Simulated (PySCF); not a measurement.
## Static response to an electric field

Compound: C₆H₆ClN.
Geometry (GFN2-xTB, Å), atoms numbered from 1 in this order:
```
atom  x, y, z in Å
N1     2.2873   -0.3394   -0.0926
C2     0.9328   -0.1106   -0.0295
C3     0.4147    1.1713   -0.2275
C4    -0.9492    1.3797   -0.2328
C5    -1.8319    0.3294   -0.0396
C6    -1.3135   -0.9391    0.1599
Cl7   -2.3912   -2.2702    0.4141
C8     0.0478   -1.1717    0.1687
H9     2.8901    0.4563    0.0340
H10    2.6243   -1.2000    0.3055
H11    1.0940    1.9974   -0.3789
H12   -1.3367    2.3756   -0.3861
H13   -2.8974    0.4900   -0.0435
H14    0.4283   -2.1692    0.3262
```

Level: CAM-B3LYP/def2-SVPD (PySCF), static field, nuclei fixed, core orbitals frozen in the response. The polarisability tensor in these axes (au):

```
x   117.09   8.37  -3.03
y     8.37 103.05  -8.16
z    -3.03  -8.16  56.41
```

Q: What are the eigenvalues, a third of the trace, and Δα (Δα² = ½Σ(αi − αj)² over the three pairs)?

A: Principal values 54.98, 99.97 and 121.60 au; mean 92.19 au = 13.66 Å³ = 15.20 × 10⁻⁴⁰ C²·m²/J; Δα = 58.87 au (64 % of the mean).

Q: What is the dipole moment, and where does it point?

A: (2.70, 1.32, 0.48) D, 3.04 D in size, pointing from the negative to the positive side. Measured along this direction, the outermost atoms are Cl7 at the negative end and H9 at the positive end.

Q: What depolarisation ratio follows for Rayleigh scattering of linearly polarised light, taking the static tensor?

A: ρ = 3Δα²/(45ᾱ² + 4Δα²) = 10395.5/(382417 + 13860.6) = 0.0262.

Q: What molar refraction does this α imply?

A: Lorentz–Lorenz: R = (4π/3)N_A α = 2.5225 cm³/(mol·Å³) × 13.66 Å³ = 34.5 cm³/mol, in the limit of long wavelengths.

Q: Give the eigenvalues of the traceless quadrupole moment Θ = ½Σq(3rr − r²1), origin at the centre of nuclear charge.

A: -11.03, 0.61, 10.42 D·Å. The values depend on the origin, since the dipole doesn't vanish. The electronic extent ⟨r²⟩ about the same centre is 1204 bohr², a root-mean-square distance of 2.26 Å for the 66 electrons.

Q: What would n − 1 = 2πNα be for an ideal gas of these molecules at 400 K and 1 atm, electronic part alone?

A: N = p/kT = 1.8347 × 10¹⁹ cm⁻³, so n − 1 = 2π × N × 13.66 × 10⁻²⁴ cm³ = 1575 × 10⁻⁶ at long wavelengths, for an ideal gas.

Q: Form Σ f/ω² (atomic units) for the 8 lowest TDDFT singlets, given as eV and f, and set it beside the mean polarisability, which is this sum over all singlets: 4.86, 0.0466; 5.61, 0.0852; 5.76, 0.0159; 6.32, 0.0003; 6.49, 0.2668; 6.53, 0.3105; 6.63, 0.3381; 6.80, 0.0042.

A: They add up to 19.66 au, 21.3 % of the 92.19 au; the largest single term is 5.69 au, from the state at 6.63 eV. Terms in order: 1.46, 2.01, 0.36, 0.01, 4.69, 5.39, 5.69, 0.07 au. Higher excitations give the rest. The strengths listed sum to 1.068.

Geometry: GFN2-xTB; no solvent, vibrations or thermal averaging.
